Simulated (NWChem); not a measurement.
System: HTeSI; SMILES S[Te]I

The following NWChem deck was run.

```
start job
memory heap 200 mb stack 900 mb global 1100 mb
geometry units angstroms noautoz
  Te     0.597367    -0.974254    -0.003721
  I     -0.080228     1.668844     0.014789
  S     -1.529352    -2.063865     0.061666
  H     -1.755570    -2.087333    -1.273451
end
basis spherical
  Te library 3-21g
  I library 3-21g
  S library 3-21g
  H library 3-21g
end
dft
  xc xpbe96 cpbe96
  iterations 150
  mulliken
end
task dft energy
```

Excerpt of the output:

```
             Northwest Computational Chemistry Package (NWChem) 7.3.0
             --------------------------------------------------------

 C1  symmetry detected

                             Geometry "geometry" -> ""
                             -------------------------

 Output coordinates in angstroms (scale by  1.889725989 to convert to a.u.)

  No.       Tag          Charge          X              Y              Z
 ---- ---------------- ---------- -------------- -------------- --------------
    1 Te                  52.0000     0.61469832    -0.98271677     0.00397157
    2 I                   53.0000    -0.12192102     1.64460781     0.00542549
    3 S                   16.0000    -1.48775503    -2.11940858     0.04961094
    4 H                    1.0000    -1.69841774    -2.15240439    -1.28784756

 Effective nuclear repulsion energy (a.u.)     852.9846202916

  pbe96 is a nonlocal functional; adding pw91lda local functional.

                                 NWChem DFT Module
                                 -----------------

 Summary of "ao basis" -> "ao basis" (spherical)
 ------------------------------------------------------------------------------
       Tag                 Description            Shells   Functions and Types
 ---------------- ------------------------------  ------  ---------------------
 Te                          3-21g                  13       31   6s5p2d
 I                           3-21g                  13       31   6s5p2d
 S                           3-21g                   7       13   4s3p
 H                           3-21g                   2        2   2s

            General Information
            -------------------
          SCF calculation type: DFT
          Wavefunction type:  closed shell.
          No. of atoms     :     4
          No. of electrons :   122
           Alpha electrons :    61
            Beta electrons :    61
          Charge           :     0
          Spin multiplicity:     1
          Use of symmetry is: off; symmetry adaption is: off
          Maximum number of iterations: 150
          AO basis - number of functions:    77
                     number of shells:    35
          Convergence on energy requested:  1.00D-06
          Convergence on density requested:  1.00D-05
          Convergence on gradient requested:  5.00D-04

              XC Information
              --------------
          PerdewBurkeErnzerhof Exchange Functional  1.000
            Perdew 1991 LDA Correlation Functional  1.000 local
           PerdewBurkeErnz. Correlation Functional  1.000 non-local

             Grid Information
             ----------------
          Grid used for XC integration:  medium
          Radial quadrature: Mura-Knowles
          Angular quadrature: Lebedev.
          Tag              B.-S. Rad. Rad. Pts. Rad. Cut. Ang. Pts.
          ---              ---------- --------- --------- ---------
          Te                  1.40      123           9.0       590
          I                   1.40      123          11.0       590
          S                   1.00       88          11.0       590
          H                   0.35       45          11.0       434
          Grid pruning is: on
          Number of quadrature shells:   379
          Spatial weights used:  Erf1

      Superposition of Atomic Density Guess
      -------------------------------------

 Sum of atomic energies:      -13866.04346040

      Non-variational initial energy
      ------------------------------

 Total energy =  -13866.470293
 1-e energy   =  -20794.901985
 2-e energy   =    6075.447072
 HOMO         =      -0.208277
 LUMO         =      -0.055301

     ---------------------------------------------
      Total Density - Mulliken Population Analysis
     ---------------------------------------------

    Atom       Charge   Shell Charges
 -----------   ------   -------------------------------------------------------
    1 Te  52    51.51   2.00  2.00  6.00  2.00  6.00  2.00  5.95  0.98  1.93  0.94  1.72 10.00 10.00
    2 I   53    53.28   2.00  2.00  6.00  2.00  6.00  2.00  5.96  0.95  2.62  1.02  2.74 10.00 10.00
    3 S   16    16.46   2.00  1.96  5.89  1.00  2.38  0.95  2.28
    4 H    1     0.76   0.35  0.41

   convergence    iter        energy       DeltaE   RMS-Dens  Diis-err
 ---------------- ----- ----------------- --------- --------- ---------
 d= 0,ls=0.0,diis     1 -13870.7666615214 -1.47D+04  2.36D-02  5.72D-01
 d= 0,ls=0.0,diis     2 -13870.7495618994  1.71D-02  2.25D-02  2.87D-01
 d= 0,ls=0.0,diis     3 -13870.7720052919 -2.24D-02  1.21D-02  1.88D-01
 d= 0,ls=0.0,diis     4 -13870.8259026123 -5.39D-02  1.59D-03  3.92D-03
 d= 0,ls=0.0,diis     5 -13870.8268608939 -9.58D-04  2.54D-04  4.80D-05
  Resetting Diis
 d= 0,ls=0.0,diis     6 -13870.8268644853 -3.59D-06  1.43D-04  3.90D-05
 d= 0,ls=0.0,diis     7 -13870.8268722867 -7.80D-06  1.02D-04  1.36D-06
 d= 0,ls=0.0,diis     8 -13870.8268704456  1.84D-06  6.85D-05  8.54D-06
 d= 0,ls=0.0,diis     9 -13870.8268726766 -2.23D-06  5.14D-06  3.40D-08
 d= 0,ls=0.0,diis    10 -13870.8268726839 -7.29D-09  1.40D-06  2.15D-09

         Total DFT energy =   -13870.826872683938
      One electron energy =   -20795.802280564250
           Coulomb energy =     6444.581732929019
    Exchange-Corr. energy =     -372.590945340269
 Nuclear repulsion energy =      852.984620291564

 Numeric. integr. density =      122.000000583471

                       DFT Final Molecular Orbital Analysis
                       ------------------------------------

 Vector   59  Occ=2.000000D+00  E=-2.549309D-01
              MO Center= -9.7D-01, -9.0D-01,  1.7D-02, r^2= 5.2D+00
   Bfn.  Coefficient  Atom+Function         Bfn.  Coefficient  Atom+Function
  ----- ------------  ---------------      ----- ------------  ---------------
    69      0.324907  3 S  px                73      0.324786  3 S  px
    74     -0.323299  3 S  py                70     -0.319892  3 S  py
    46      0.255740  2 I  px                50      0.253530  2 I  px
    18     -0.209894  1 Te s                 42     -0.210652  2 I  px
    47     -0.202848  2 I  py                51     -0.177439  2 I  py

 Vector   60  Occ=2.000000D+00  E=-2.461178D-01
              MO Center= -3.8D-01,  8.2D-01,  1.6D-02, r^2= 4.7D+00
   Bfn.  Coefficient  Atom+Function         Bfn.  Coefficient  Atom+Function
  ----- ------------  ---------------      ----- ------------  ---------------
    46      0.503828  2 I  px                50      0.443708  2 I  px
    42     -0.407571  2 I  px                70      0.278495  3 S  py
    74      0.276125  3 S  py                47      0.208178  2 I  py
    51      0.196348  2 I  py                38      0.183446  2 I  px
    43     -0.168064  2 I  py                66     -0.131476  3 S  py

 Vector   61  Occ=2.000000D+00  E=-2.012383D-01
              MO Center=  2.9D-01, -1.2D-01, -7.9D-03, r^2= 4.3D+00
   Bfn.  Coefficient  Atom+Function         Bfn.  Coefficient  Atom+Function
  ----- ------------  ---------------      ----- ------------  ---------------
    17      0.523492  1 Te pz                21      0.448789  1 Te pz
    13     -0.379262  1 Te pz                48     -0.380352  2 I  pz
    52     -0.369596  2 I  pz                44      0.305469  2 I  pz
     9      0.169582  1 Te pz                77      0.149448  4 H  s
    40     -0.137175  2 I  pz                72     -0.120648  3 S  s

 Vector   62  Occ=0.000000D+00  E=-1.333008D-01
              MO Center=  1.2D-01, -7.8D-02,  8.0D-03, r^2= 5.1D+00
   Bfn.  Coefficient  Atom+Function         Bfn.  Coefficient  Atom+Function
  ----- ------------  ---------------      ----- ------------  ---------------
    51      0.612461  2 I  py                20      0.508340  1 Te py
    19     -0.412717  1 Te px                16      0.408685  1 Te py
    47      0.394580  2 I  py                18      0.363104  1 Te s
    43     -0.322902  2 I  py                49     -0.316395  2 I  s
    15     -0.311660  1 Te px                12     -0.289783  1 Te py

 Vector   63  Occ=0.000000D+00  E=-1.076303D-01
              MO Center= -3.5D-02, -1.2D+00,  3.3D-03, r^2= 4.6D+00
   Bfn.  Coefficient  Atom+Function         Bfn.  Coefficient  Atom+Function
  ----- ------------  ---------------      ----- ------------  ---------------
    19      0.636635  1 Te px                73      0.595003  3 S  px
    72      0.542987  3 S  s                 20      0.532956  1 Te py
    15      0.386822  1 Te px                16      0.344139  1 Te py
    69      0.341494  3 S  px                18     -0.321268  1 Te s
    11     -0.274165  1 Te px                74      0.262259  3 S  py

 Vector   64  Occ=0.000000D+00  E=-6.104075D-03
              MO Center= -1.6D+00, -2.1D+00, -7.1D-01, r^2= 2.5D+00
   Bfn.  Coefficient  Atom+Function         Bfn.  Coefficient  Atom+Function
  ----- ------------  ---------------      ----- ------------  ---------------
    77      1.446304  4 H  s                 75      0.977200  3 S  pz
    72     -0.807229  3 S  s                 71      0.400543  3 S  pz
    76      0.225970  4 H  s                 18      0.224162  1 Te s
    14     -0.182838  1 Te s                 67     -0.175700  3 S  pz
    21     -0.156217  1 Te pz                73      0.153483  3 S  px

     ---------------------------------------------
      Total Density - Mulliken Population Analysis
     ---------------------------------------------

    Atom       Charge   Shell Charges
 -----------   ------   -------------------------------------------------------
    1 Te  52    51.72   2.00  2.00  6.00  2.00  5.99  2.00  5.96  1.17  2.29  0.81  1.52 10.00 10.00
    2 I   53    53.10   2.00  2.00  6.00  2.00  5.99  2.00  5.96  1.07  2.66  0.93  2.49 10.00 10.00
    3 S   16    16.31   2.00  1.96  5.87  1.07  2.46  0.98  1.97
    4 H    1     0.87   0.44  0.43

[...]
```

Level: PBE/3-21G, non-relativistic. All runs use the structure optimised with PBE0/def2-SVP (def2 core potentials past Kr).
